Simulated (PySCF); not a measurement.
# Orbital picture of CsO

PBE0 at R = 2.278 Å; basis Cs x2c-TZVPPall, O x2c-TZVPPall; spin-free X2C with a Gaussian nucleus; PySCF 2.14. State: ²Σ⁺ (doublet), unpaired electrons σ ↑. Only the outer orbitals are listed, counted within each symmetry.

```tsv
spin	orbital	occ.	ε (eV)	on Cs (%)	main shells (%)
α	11σ	1	-28.29	97	97 Cs s
α	12σ	1	-22.88	9	91 O s
α	6π	1	-14.13	99	99 Cs p
α	6π	1	-14.13	99	99 Cs p
α	13σ	1	-14.02	85	84 Cs p, 11 O p
α	14σ	1	-7.26	20	81 O p, 11 Cs p
α	7π	1	-6.00	8	92 O p
α	7π	1	-6.00	8	92 O p
α	15σ	0	-0.79	100	84 Cs s, 15 Cs p
α	8π	0	0.22	100	81 Cs p, 19 Cs d
α	8π	0	0.22	100	81 Cs p, 19 Cs d
β	11σ	1	-28.17	98	98 Cs s
β	12σ	1	-20.78	11	89 O s
β	6π	1	-14.08	100	100 Cs p
β	6π	1	-14.08	100	100 Cs p
β	13σ	1	-13.40	91	90 Cs p
β	7π	1	-5.31	10	90 O p
β	7π	1	-5.31	10	90 O p
β	14σ	0	-1.03	51	48 O p, 22 Cs p, 20 Cs s
β	15σ	0	-0.64	82	69 Cs s, 19 O p, 10 Cs d
β	8π	0	0.23	100	83 Cs p, 17 Cs d
```

Question: Which are the highest filled and the lowest empty level, where do they sit, and how wide is the gap?

Answer: Highest filled β 7π at -5.31 eV (in %: 90 O p); lowest empty β 14σ at -1.03 eV (in %: 48 O p, 22 Cs p, 20 Cs s); the gap at PBE0 is 4.28 eV.

The bond order (Mayer) is 0.84. The ⟨S²⟩ is 0.755 and the charge on Cs (Mulliken, basis-dependent) is 0.57. The charge on Cs (Löwdin, basis-dependent) is 0.36, the dipole moment (positive dipole means Cs(−)O(+)) is -7.21 D and the polarisability along the bond is 39.1 bohr³. The polarisability across the bond is 30.5 bohr³.

Spin–orbit coupling is left out. The state is the lowest determinant that a PBE0 search found; another state may lie lower at other levels.
